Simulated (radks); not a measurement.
Numerical settings for the terbium ion Tb3+, [Xe] 4f8. Method: scalar-relativistic Kohn-Sham, LDA (Slater exchange, Perdew-Wang correlation), spin-unpolarised, spherical densities, finite nucleus; Fermi nuclear charge, rms radius 5.06 fm; computed with a radial shooting solver on a logarithmic mesh with Libxc functionals. The defaults (mesh step 0.008 in ln r, mesh end at 40 bohr or more with all orbitals vanishing there, Anderson mixing 0.5 over 9 steps, residual threshold near 1e-9 with the energy settled to 1e-9 hartree or 1e-11 of itself, here a cap of 83 iterations) give E = -11698.6903 hartree and 4f at -34.566 eV in 15 iterations. Run on one thread of a shared host, so times are rough (Arm Neoverse V1): 0.14 s of CPU time, 0.14 s wall, 15 iterations on 2213 mesh points. Changes against that run (0 stands for a change within the tolerance of the run):

mesh step in ln r 0.005: iterations 15; converged yes; E (mhartree) 0; e(4f) (meV) 0; CPU (s) 0.21
mesh step in ln r 0.05: iterations 15; converged yes; E (mhartree) +0.122; e(4f) (meV) -0.0497; CPU (s) 0.03
mesh step in ln r 0.12: iterations 4; converged no; E (mhartree) diverged; CPU (s) 0.01
mesh end (bohr) 1: iterations 13; converged level above zero; E (mhartree) +2.13e+05; e(4f) (meV) +3.14e+05; CPU (s) 0.09
mesh end (bohr) 20: iterations 15; converged yes; E (mhartree) 0; e(4f) (meV) 0; CPU (s) 0.13
residual threshold 0.01: iterations 11; converged yes; E (mhartree) 0; e(4f) (meV) +0.0631; CPU (s) 0.11
residual threshold 1e-05: iterations 11; converged yes; E (mhartree) 0; e(4f) (meV) +0.0631; CPU (s) 0.11
mixing 0.05: iterations 21; converged yes; E (mhartree) 0; e(4f) (meV) 0; CPU (s) 0.18
linear mixing, mixing 1: iterations 83; converged no; E (mhartree) +1.12e+05; e(4f) (meV) -5.85e+05; CPU (s) 1.5
linear mixing, mixing 0.5: iterations 30; converged yes; E (mhartree) 0; e(4f) (meV) 0; CPU (s) 0.21
mixing history 2: iterations 23; converged yes; E (mhartree) 0; e(4f) (meV) 0; CPU (s) 0.18
iteration cap 8: iterations 8; converged no; E (mhartree) +0.00413; e(4f) (meV) +28.5; CPU (s) 0.08

Settled on a wrong energy, with an occupied level pushed above zero by the early mesh end: mesh end (bohr) 1 (+213 hartree). Apart from these: no run marked as converged misses the energy by more than 1 mhartree. A mesh that ends early acts as a hard wall.
